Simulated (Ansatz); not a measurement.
`[CH3][GeH]([Cl])[C]#N` → 2 C• + Cl• + Ge• + 4 H• + N•  (atomization)

Gas-phase electronic energies from Ansatz, PBE0-D4/def2-TZVP geometries. CBS: MP2 limit from def2 TZ/QZ plus the TZ coupled-cluster correction, frozen cores. This one scheme is used for every species, atoms too. For atomizations the MP2-based limit and the directly extrapolated one differ by several kJ/mol either way, and by 10 to 25 for some Ge, Se and Sn compounds, so smaller differences from it don't rank the levels. DFT in def2-TZVPP. No spin–orbit coupling; open shells (•) take unrestricted orbitals. Spin–orbit coupling would lower the free atoms: a little for C, Cl; clearly for Ge. Bonds to Ge are less sure, by a few kJ/mol each and by 10 to 20 or more in all where they break to atoms, as the def2 sets lack core-valence functions. Scalar relativity is left out up to krypton.

```
             level  ΔE (kJ/mol)  difference from CCSD(T)/CBS
       LDA (SPW92)       3897.8                        488.9
         r2SCAN-D4       3404.8                         -4.1
              PBE0       3393.3                        -15.6
           LC-ωPBE       3385.7                        -23.2
     CCSD/def2-SVP       3158.4                       -250.5
CCSD(T)/def2-TZVPP       3328.9                        -80.0
     HF/def2-QZVPP       2405.4                      -1003.5
    MP2/def2-QZVPP       3456.8                         47.9
      HF/CBS(def2)       2405.6                      -1003.3
     MP2/CBS(def2)       3490.5                         81.6
       CCSD(T)/CBS       3408.9                            0
```

Largest T1 diagnostic among the species: 0.011.

In def2-TZVPP, CCSD(T) changes the Hartree–Fock value by +924.7 kJ/mol (the triples alone add +68.1 kJ/mol) and MP2 by +1006.3 kJ/mol; breaking electron pairs costs correlation energy, which Hartree–Fock lacks. Leaving LDA and LC-ωPBE aside and taking each functional with its dispersion term where it has one, the values, not all of them listed here, spread over 210.6 kJ/mol, from BHLYP-D4 to PBE-D4. LDA lies +429.2 kJ/mol from PBE without D4, its usual overbinding.
